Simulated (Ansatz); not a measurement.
Al₂P₂. Charge 0, multiplicity 1. Geometry PBE-D4/def2-TZVP.

```xyz
4

Al   -1.907   -1.108    0.644
Al    1.907    1.108   -0.643
P     0.509   -0.902   -0.044
P    -0.509    0.902    0.043
```

B3LYP takes the VWN-RPA correlation. The structure comes from a short search, and lower isomers may exist.

Task: Estimate the orbital energies around the gap (eV) in Ansatz with PBE-D4/def2-SVP, PBE-D4/def2-TZVP, B3LYP-D4/def2-TZVP, PBE0-D4/def2-TZVP, ωB97X-V/def2-TZVP.

Result: 
| orbital | PBE-D4/def2-SVP | PBE-D4/def2-TZVP | B3LYP-D4/def2-TZVP | PBE0-D4/def2-TZVP | ωB97X-V/def2-TZVP |
| --- | --- | --- | --- | --- | --- |
| HOMO−5 | -10.26 | -10.12 | -11.14 | -11.57 | -14.25 |
| HOMO−4 | -7.58 | -7.48 | -8.07 | -8.38 | -10.60 |
| HOMO−3 | -7.36 | -7.29 | -8.02 | -8.38 | -10.41 |
| HOMO−2 | -6.66 | -6.67 | -7.41 | -7.62 | -9.75 |
| HOMO−1 | -5.64 | -5.56 | -6.17 | -6.46 | -8.46 |
| HOMO | -4.95 | -4.91 | -5.51 | -5.69 | -7.57 |
| LUMO | -4.01 | -4.01 | -3.29 | -3.22 | -1.15 |
| LUMO+1 | -2.79 | -2.83 | -2.20 | -2.15 | -0.29 |
| LUMO+2 | -1.86 | -1.88 | -1.30 | -1.24 | 0.53 |
| LUMO+3 | -1.70 | -1.70 | -1.07 | -0.95 | 0.94 |
| LUMO+4 | -0.97 | -0.99 | -0.40 | -0.33 | 1.48 |
| LUMO+5 | -0.11 | -0.44 | 0.21 | 0.39 | 2.25 |
